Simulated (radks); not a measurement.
Spherical quantum dot in the effective-mass picture: electrons in a hard-walled sphere of radius 10.8, all in effective atomic units (hartree* = m*/eps^2 hartree, bohr* = eps/m* bohr), one dielectric constant everywhere. Method: non-relativistic Kohn-Sham, LDA (Slater exchange, Perdew-Wang correlation), spin-polarised, spherical densities; computed with a radial shooting solver with Libxc functionals. Levels are named by radial order and angular momentum (1s, 1p, 1d, 2s, ...), and open shells are averaged over m. Results are scaled to m* = 0.33 and eps = 4, for which hartree* = 561.2 meV and bohr* = 0.6414 nm.

N = 10, configuration 1s2 1p6 1d(up 2, down 0). This is the lowest configuration that the search found (a dilute case). Occupied and some empty levels:

level    occupation  eigenvalue (meV)  <r> (nm)
1s up             1            625.48     4.908
1s down           1            630.89     4.891
1p up             3            636.35     4.999
1p down           3            641.88     4.990
1d up             2            656.48     5.102
1d down           0            662.11     5.098
1f up             0            684.85     5.201
1f down           0            690.55     5.199
2s up             0            734.97     3.220
2s down           0            737.14     3.201
2p up             0            770.15     3.711
2p down           0            773.03     3.697

Energy (meV): total 3297.30, kinetic 711.19, external 0, Hartree 3329.5, exchange-correlation -743.40.

Electron density:

r (nm)  n(r) (e/nm^3)
0.547       0.0002585
1.06        0.0004248
1.58        0.0007780
2.10         0.001450
2.61         0.002643
3.13         0.004590
3.65         0.007421
4.16          0.01083
4.68          0.01363
5.20          0.01386
5.71          0.01016
6.23         0.004181
6.75        0.0002879
